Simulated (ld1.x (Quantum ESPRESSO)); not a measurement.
What one change does to a pseudopotential (zinc, PAW)

zinc (Zn), PAW, made with ld1.x (Quantum ESPRESSO) 7.5 (LDA (PZ), non-relativistic). Core [Ar], reference 3d10 4s2 4p0. Waves: 4s (bound): rcut 2.05, rcutus 2.15 bohr; 4s channel at 0.15 Ry: rcut 2.05, rcutus 2.15 bohr; 4p (bound, empty): rcut 2.45, rcutus 2.90 bohr; 4p channel at 2.35 Ry: rcut 2.45, rcutus 2.90 bohr; 3d (bound): rcut 1.00, rcutus 1.20 bohr; 3d channel at 1.15 Ry: rcut 1.00, rcutus 1.20 bohr. Local part: all-electron potential smoothed inside 0.95 bohr (lloc = -1). Core correction: Bessel-smoothed model core inside 0.95 bohr. Augmentation charge: GAUSS, radius 0.75 bohr.

All-electron outer shells of the reference configuration (LDA (PZ), non-relativistic, ld1.x):

```json
{"shell": "3p", "level (eV)": "-82.23", "outermost node (bohr)": "0.25", "outermost maximum (bohr)": "0.60"}
{"shell": "3d", "level (eV)": "-10.85", "outermost node (bohr)": "–", "outermost maximum (bohr)": "0.56"}
{"shell": "4s", "level (eV)": "-6.07", "outermost node (bohr)": "0.86", "outermost maximum (bohr)": "2.11"}
{"shell": "4p", "level (eV)": "-1.28", "outermost node (bohr)": "0.93", "outermost maximum (bohr)": "3.04"}
```

Change: wave 4s channel at 0.15 Ry: rcut 2.05, rcutus 2.15 bohr becomes 4s channel at 6.04 Ry: rcut 2.05, rcutus 2.15 bohr.

Cutoffs: the cutoffs (Ry, on a coarse ladder) from which the occupation-weighted sum of valence levels, in a spherical-Bessel basis at the reference potential, stays within 10 and 1 mRy of its value at 400 Ry; they do not see the model core or the augmentation charge, which bear on the density cutoff. Errors are all-electron minus pseudo energies relative to the spin-unpolarised reference configuration.

Problem. Predict the effect on cutoff, ghosts and configuration errors.

Solution. The potential gets neither clearly harder nor softer (100 Ry and 160 Ry → 100 Ry and 160 Ry); both files keep a bound ghost (s); of the 9 tests that both files solve, the error grows in 1 and shrinks in 2 by more than 15 % and 0.3 meV (median size 4.0 → 3.0 meV).

```csv
quantity,base,changed
"cutoff, loose",100 Ry,100 Ry
"cutoff, tight",160 Ry,160 Ry
bound ghosts,s,s
"error for 3d10 4s1 4p0, meV [ΔE 9.96 eV]",+3.7,+2.8
"error for 3d10 4s0 4p0, meV [ΔE 28.36 eV]",+31,+31
"error for 3d9 4s0 4p0, meV [ΔE 69.54 eV]",-178,-178
"error for 3d10 4s1 4p1, meV [ΔE 4.96 eV]",-0.7,-1.4
"error for 3d10 4s0 4p1, meV [ΔE 16.11 eV]",+3.0,+3.0
"error for 3d8 4s0 4p0, meV [ΔE 132.09 eV]",-1092,-1092
"error for 3d10 4s1.5 4p0, meV [ΔE 3.98 eV]",+0.6,+0.4
"error for 3d10 4s1 4p0 (spin-polarised), meV [ΔE 9.72 eV]",+4.0,+2.7
"error for 3d9 4s0 4p0 (spin-polarised), meV [ΔE 69.27 eV]",-178,-178
s: phases at 3.13 bohr within 0.05 rad from the reference energy up to (Ry; the scan ends near 5),to the end of the scan,to the end of the scan
p: phases at 3.13 bohr within 0.05 rad from the reference energy up to (Ry; the scan ends near 5),2.9,2.9
d: phases at 3.13 bohr within 0.05 rad from the reference energy up to (Ry; the scan ends near 5),to the end of the scan,to the end of the scan
lowest overlap eigenvalue by channel,"s 0.09, p 0.13, d 1.00","s 0.04, p 0.13, d 1.00"
```

 A true bound ghost makes a file unfit for plane-wave use even where its test errors are small: the radial tests pick states by their node count and pass the ghost by.
